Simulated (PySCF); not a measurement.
Compound: C5H12N2Si.
Atom-mapped SMILES: `[H]/[N:1]=[CH:2]\[C@@H:3]1[CH2:4][CH2:5][N:6]([SiH3:7])[CH2:8]1` (hydrogens: H9 on N1; H10 on C2; H11 on C3; H12, H13 on C4; H14, H15 on C5; H16, H17, H18 on Si7; H19, H20 on C8)

The same species was optimised twice, with GFN2-xTB and with PBE0-D3(BJ)/def2-SVP (PySCF), and the same property calculations (PySCF, gas phase) were run on both structures.

```json
{"coordinate": "N6–Si7 (Å)", "GFN2-xTB": "1.712", "PBE0-D3(BJ)/def2-SVP": "1.733", "change": "+0.021"}
{"coordinate": "N1=C2 (Å)", "GFN2-xTB": "1.252", "PBE0-D3(BJ)/def2-SVP": "1.266", "change": "+0.014"}
{"coordinate": "C5–N6 (Å)", "GFN2-xTB": "1.440", "PBE0-D3(BJ)/def2-SVP": "1.446", "change": "+0.006"}
{"coordinate": "C3–C8 (Å)", "GFN2-xTB": "1.548", "PBE0-D3(BJ)/def2-SVP": "1.554", "change": "+0.006"}
{"coordinate": "N6–C8 (Å)", "GFN2-xTB": "1.443", "PBE0-D3(BJ)/def2-SVP": "1.448", "change": "+0.005"}
{"coordinate": "C3–C4 (Å)", "GFN2-xTB": "1.542", "PBE0-D3(BJ)/def2-SVP": "1.546", "change": "+0.004"}
{"coordinate": "C4–C5 (Å)", "GFN2-xTB": "1.528", "PBE0-D3(BJ)/def2-SVP": "1.526", "change": "-0.002"}
{"coordinate": "C2–C3 (Å)", "GFN2-xTB": "1.500", "PBE0-D3(BJ)/def2-SVP": "1.502", "change": "+0.002"}
{"coordinate": "C2–C3–C4 (°)", "GFN2-xTB": "110.6", "PBE0-D3(BJ)/def2-SVP": "112.0", "change": "+1.4"}
{"coordinate": "C5–N6–C8 (°)", "GFN2-xTB": "106.9", "PBE0-D3(BJ)/def2-SVP": "108.0", "change": "+1.1"}
{"coordinate": "C3–C4–C5 (°)", "GFN2-xTB": "103.4", "PBE0-D3(BJ)/def2-SVP": "104.2", "change": "+0.8"}
{"coordinate": "C2–C3–C8 (°)", "GFN2-xTB": "110.7", "PBE0-D3(BJ)/def2-SVP": "111.3", "change": "+0.6"}
{"coordinate": "C3–C8–N6 (°)", "GFN2-xTB": "105.9", "PBE0-D3(BJ)/def2-SVP": "105.5", "change": "-0.4"}
{"coordinate": "C4–C5–N6 (°)", "GFN2-xTB": "103.2", "PBE0-D3(BJ)/def2-SVP": "102.8", "change": "-0.4"}
{"coordinate": "N1–C2–C3 (°)", "GFN2-xTB": "128.6", "PBE0-D3(BJ)/def2-SVP": "128.3", "change": "-0.3"}
{"coordinate": "C5–N6–Si7 (°)", "GFN2-xTB": "125.3", "PBE0-D3(BJ)/def2-SVP": "125.1", "change": "-0.2"}
{"coordinate": "N1–C2–C3–C4 (°)", "GFN2-xTB": "-124", "PBE0-D3(BJ)/def2-SVP": "-125", "change": "-1"}
```

Rotational constants: A = 4433, B = 877.1, C = 788.7 MHz (GFN2-xTB) against A = 4366, B = 865.0, C = 775.3 MHz (PBE0-D3(BJ)/def2-SVP). Point groups within 0.08 Å: C1 and C1.

On the GFN2-xTB structure: HOMO (eV) -6.52 [PBE0/pcSseg-1]; LUMO (eV) 0.09 [PBE0/pcSseg-1]; dipole (D) 1.96 [PBE0/pcSseg-1]; GIAO shielding of N1 (ppm) -82.6 [PBE0/pcSseg-1]; GIAO shielding of C2 (ppm) 8.5 [PBE0/pcSseg-1]; GIAO shielding of C3 (ppm) 132.8 [PBE0/pcSseg-1]; GIAO shielding of C4 (ppm) 151.6 [PBE0/pcSseg-1]; GIAO shielding of C5 (ppm) 133.8 [PBE0/pcSseg-1]; GIAO shielding of N6 (ppm) 230.1 [PBE0/pcSseg-1]; GIAO shielding of Si7 (ppm) 407.6 [PBE0/pcSseg-1]; GIAO shielding of C8 (ppm) 132.6 [PBE0/pcSseg-1].

What do these properties become on the PBE0-D3(BJ)/def2-SVP structure?

```csv
property,level,on GFN2-xTB,on PBE0-D3(BJ)/def2-SVP,change
HOMO (eV),PBE0/pcSseg-1,-6.52,-6.58,-0.06
LUMO (eV),PBE0/pcSseg-1,0.09,-0.06,-0.15
dipole (D),PBE0/pcSseg-1,1.96,2.02,+0.06
"energy, GFN2-xTB geometry as zero (kcal/mol)",PBE0/pcSseg-1,0.0,-1.8,-1.8
GIAO shielding of N1 (ppm),PBE0/pcSseg-1,-82.6,-86.3,-3.7
GIAO shielding of C2 (ppm),PBE0/pcSseg-1,8.5,3.7,-4.8
GIAO shielding of C3 (ppm),PBE0/pcSseg-1,132.8,130.3,-2.5
GIAO shielding of C4 (ppm),PBE0/pcSseg-1,151.6,150.7,-0.9
GIAO shielding of C5 (ppm),PBE0/pcSseg-1,133.8,132.6,-1.2
GIAO shielding of N6 (ppm),PBE0/pcSseg-1,230.1,229.1,-1.0
GIAO shielding of Si7 (ppm),PBE0/pcSseg-1,407.6,406.4,-1.2
GIAO shielding of C8 (ppm),PBE0/pcSseg-1,132.6,131.5,-1.1
```

The heavy atoms differ by 0.030 Å rms after alignment. Among bonds between heavy atoms N6–Si7 changes most (+0.021 Å). Changes are differences of the printed values. Neither structure is proved a minimum here.
